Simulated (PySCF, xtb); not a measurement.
H5O4Si, SMILES O[Si](O)(O)[OH2+], charge +1.

GFN2-xTB run with xtb at its own geometry gives an orbital gap of 9.10 eV.

Geometry optimised at r2SCAN-D4/def2-SVP. Other conformers were not sampled.

Question: What does ωB97X/def2-TZVP (PySCF) give? (An estimate is asked for; the answer gives what the named calculation found.)

Answer: gap 14.23 eV (levels -17.19 and -2.96 eV).
